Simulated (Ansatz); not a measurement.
`[SH][Al]([Br])[Br]`, relaxed with RKS PBE-D4/def2-SVP in Ansatz 0.2.0 from a rough embedded geometry. The force threshold is 0.03 eV/Å; the program also tests the step.

The species carries charge 0 and has multiplicity 1.

Start:

```xyz
5

S    -1.450    0.522    0.952
Al    0.321    0.191   -0.349
Br    2.462    0.674    0.482
Br    0.082   -0.567   -2.540
H    -1.415   -0.820    1.455
```

(1) By how much does the energy fall, and how many steps does the optimiser take? (Best estimate.)

(2) Which bonds change most? (Best estimate.)

(3) Give the relaxed structure. (An estimate is asked.)

## Answers

(1) The calculation gave: 8.30 kcal/mol, in 15 steps.

(2) Computed: Al2–Br3 from 2.347 to 2.252 Å; Al2–Br4 from 2.331 to 2.258 Å; S1–H5 from 1.433 to 1.365 Å; S1–Al2 from 2.222 to 2.182 Å.

(3) Computed: 
```xyz
5

S    -1.017    0.142    1.433
Al    0.470    0.115   -0.163
Br    2.488    1.028    0.245
Br    0.010   -0.803   -2.175
H    -1.951   -0.482    0.659
```
